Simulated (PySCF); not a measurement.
Telling isomers of C$_{3}$H$_{12}$B$_{2}$N$_{2}$ apart by NMR

PySCF 2.14.0 with density-fitted response routines calculation with geometry from PBE0-D3(BJ)/def2-SVP, J couplings at B3LYP/pcJ-1 (spin–dipole term left out of most H,H and C,H couplings) and PBE0/pcSseg-1 with gauge-including orbitals; no relativistic terms, one averaged value for each set of equivalent atoms, one computed conformer, isolated molecule.

Chemical shifts δ = σref − σ; ¹H (31.27 ppm) and ¹³C (184.41 ppm) against TMS, all at this level. Multiplet labels drop J under 1 Hz and among equivalent protons, and merge close values. Unscaled 3J(H,H) run several per cent high. Vicinal couplings that depend on rotamer populations or ring flexing (ring, CH–CH, X–H and H–F types) are those of the one conformer. Couplings to H on boron are left out. Carbons bonded to boron are broad in practice. Shifts are as computed. Against solution values, carbons near 30 ppm lie about +2 ppm off and those near 130 ppm about +5 ppm. Of 1313 compounds with measured shifts, 239 miss one by over three times the rms of a fit or turn the order of signals round; such compounds aren't used in these exercises. OH and NH positions are gas-phase values without hydrogen bonding to other molecules.

(1) Tabulate the signals of `C=C[B@@H-]1[NH2+][BH2-][N@H+]1C`, `C=C[B@H-]1[NH2+][B@@H-](C)[NH2+]1`, `[BH2-]1[NH2+][BH-](C2CC2)[NH2+]1`, `C=C(C)[BH-]1[NH2+][BH2-][NH2+]1` and their relative energies.

(2) What is the quickest way to tell C=C[B@@H-]1[NH2+][BH2-][N@H+]1C from C=C[B@H-]1[NH2+][B@@H-](C)[NH2+]1?

(3) What is the quickest way to tell C=C[B@@H-]1[NH2+][BH2-][N@H+]1C from [BH2-]1[NH2+][BH-](C2CC2)[NH2+]1?

(4) What is the quickest way to tell C=C[B@H-]1[NH2+][B@@H-](C)[NH2+]1 from C=C(C)[BH-]1[NH2+][BH2-][NH2+]1?

## Answers

(1) 
```json
{"SMILES": "C=C[B@@H-]1[NH2+][BH2-][N@H+]1C", "carbon types": "1×CH 1×CH2 1×CH3", "δC": "157.0, 123.5, 39.4", "δH": "6.55 (dd, 1H), 5.65 (dd, 1H), 5.23 (dd, 1H), 3.39 (br, 1H), 3.18 (br, 1H), 3.10 (br, 1H), 2.38 (s, 3H), 1.66 (br s, 1H), 1.55 (br s, 1H), 1.02 (br s, 1H)", "E rel. (kcal/mol)": "14.1"}
{"SMILES": "C=C[B@H-]1[NH2+][B@@H-](C)[NH2+]1", "carbon types": "1×CH 1×CH2 1×CH3", "δC": "157.2, 124.1, 8.1", "δH": "6.57 (dd, 1H), 5.68 (dd, 1H), 5.18 (dd, 1H), 3.68 (br, 1H), 3.50 (br, 1H), 1.80 (br s, 2H), 0.90 (br s, 2H), -0.02 (s, 3H)", "E rel. (kcal/mol)": "0.0"}
{"SMILES": "[BH2-]1[NH2+][BH-](C2CC2)[NH2+]1", "carbon types": "1×CH 2×CH2", "δC": "5.9, 3.5", "δH": "3.41 (br, 1H), 3.33 (br, 1H), 2.59 (br, 1H), 1.77 (br s, 2H), 1.34 (br s, 2H), 0.40 (m, 2H), 0.09 (m, 2H), -0.52 (tt, 1H)", "E rel. (kcal/mol)": "9.8"}
{"SMILES": "C=C(C)[BH-]1[NH2+][BH2-][NH2+]1", "carbon types": "1×C 1×CH2 1×CH3", "δC": "163.8, 118.3, 24.6", "δH": "5.42 (quint, 1H), 4.84 (dq, 1H), 3.64 (br, 1H), 3.46 (br, 1H), 3.20 (br, 1H), 1.80 (t, 3H), 1.68 (br s, 2H), 1.46 (br s, 2H)", "E rel. (kcal/mol)": "6.4"}
```

Energies are electronic energies at PBE0/pcSseg-1 on these geometries, without zero-point or thermal terms, each for the one conformer computed, which needn't be the lowest.

(2) Both give the same number of carbon signals, with the same numbers of each carbon type, so the positions decide. The first has a methyl carbon bonded to N (CH3) at 39.4 ppm, the second a methyl carbon bonded to B (CH3) at 8.1 ppm. Their most deshielded carbons lie at 157.0 and 157.2 ppm.

(3) Count the carbon signals: 3 against 2. The first has an alkene CH at 157.0 ppm, the second a three-membered-ring carbon (CH) at 5.9 ppm. In the proton spectra the most deshielded non-exchanging signals are 6.55 (dd, J = 20.8, 14.4 Hz, 1H) and 3.41 (br, 1H).

(4) Both give the same number of carbon signals, but DEPT or the intensities differ. The first has an alkene CH at 157.2 ppm, the second a fully substituted alkene carbon (C) at 163.8 ppm. In the proton spectra the most deshielded non-exchanging signals are 6.57 (dd, J = 20.7, 14.3 Hz, 1H) and 5.42 (quint, J = 2.2 Hz, 1H).
